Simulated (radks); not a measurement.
Valence configurations of Ti+ (all share [Ar]). Calculated with a radial shooting solver on a logarithmic mesh with Libxc functionals: non-relativistic Kohn-Sham, SCAN, spin-polarised, spherical densities, point nucleus; open shells are filled with parallel spins first; meta-GGA in the generalised Kohn-Sham scheme. Energies are relative to 3d2 4s1; eigenvalues in eV for spin up.

| valence | E (eV) | moment (Bohr magnetons) | e(3d) | e(4p) | e(4s) |
|---|---|---|---|---|---|
| 3d3 | -0.274 | 3 | -8.660 | - | - |
| 3d2 4s1 | 0.000 | 3 | -12.208 | - | -11.131 |
| 3d2 4p1 | 4.010 | 3 | -13.196 | -7.625 | - |
| 3d1.5 4s0.5 4p1 | 5.112 | 3 | -15.278 | -8.236 | -12.420 |
| 4s1 4p2 | 17.232 | 3 | - | -10.701 | -15.771 |

NIST lists [Ar] 3d2 4s1 as the ground configuration; this level of theory puts 3d3 lower, by 0.274 eV. The energies are those of spherical high-spin densities, not of single terms. No valid solution was reached for [Ar] 3d1 4s2; [Ar] 4s2 4p1; [Ar] 3d1 4s1 4p1; [Ar] 3d1.5 4s1.5; [Ar] 3d1.5 4s1 4p0.5.
